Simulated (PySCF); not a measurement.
C5H7O2PS.
Numbering: `[CH3:1][P@@:2](=[O:3])([OH:4])[c:5]1[cH:6][cH:7][s:8][cH:9]1`

Definitions: NICS(0) = −σiso at the ring centroid; NICS(1) = −σiso and NICS(1)zz = −σzz at ±1 Å along the ring normal z. Level: GIAO PBE0/pcSseg-1 (PySCF, non-relativistic, gas phase) on the GFN2-xTB geometry, one conformer.

Ring bond lengths (Å), with Mayer bond orders in brackets: C5–C6 1.417 (1.26), C6–C7 1.355 (1.58), C7–S8 1.722 (1.17), S8–C9 1.713 (1.21), C9–C5 1.361 (1.54).

Question: What do the NICS probes read (ppm)?

Answer: 
| ring | type | NICS(0) | NICS(1), two faces | NICS(1)zz, two faces | rms pucker (Å) | centre to ring atoms, mean (Å) |
| --- | --- | --- | --- | --- | --- | --- |
| C5–C6–C7–S8–C9 | 5-membered ring with S; formal bonds all aromatic | -13.1 | -11.9 / -11.8 | -28.0 / -27.5 | 0.00 | 1.28 |

Question: What can be read from them?

Answer: 
- C5–C6–C7–S8–C9: mean NICS(1)zz -27.8 ppm, shielded. For a flat ring without four-coordinate atoms the NICS criterion counts such a value as aromatic.

Question: And the bond-length index? HOMA takes Krygowski's 1993 parameters.

Answer: 
- C5–C6–C7–S8–C9: HOMA 0.80; the largest term is that of C6–C7, α(R − Ropt)² = 0.29. The geometric and the magnetic index point the same way.

Question: At the first NICS(1) probe listed for ring C5–C6–C7–S8–C9, 1 Å off the ring, what do the in-plane components average?

Answer: The isotropic value is a third of the trace: (3 × -11.9 − (-28.0))/2 = -3.9 ppm.

Question: How shielded are the nuclei of the rings and their hydrogens (means over atoms taken as equivalent)?

Answer: 
| atoms | environment | σ isotropic (ppm) |
| --- | --- | --- |
| C5 | substituted aromatic carbon | 44.5 |
| C6 | aromatic CH carbon | 52.7 |
| C7 | aromatic CH next to a ring sulfur | 52.6 |
| S8 | thiophene-type sulfur | 251.2 |
| C9 | aromatic CH next to a ring sulfur | 47.2 |
| H on C6 | aromatic hydrogen | 24.12 |
| H on C7 | aromatic hydrogen | 24.50 |
| H on C9 | aromatic hydrogen | 24.17 |

Shape of the structure used: `[CH3:1][P@@:2](=[O:3])([OH:4])[c:5]1[cH:6][cH:7][s:8][cH:9]1`: C1–P2–C5–C6 108°, H–O4–P2–C1 -136°.
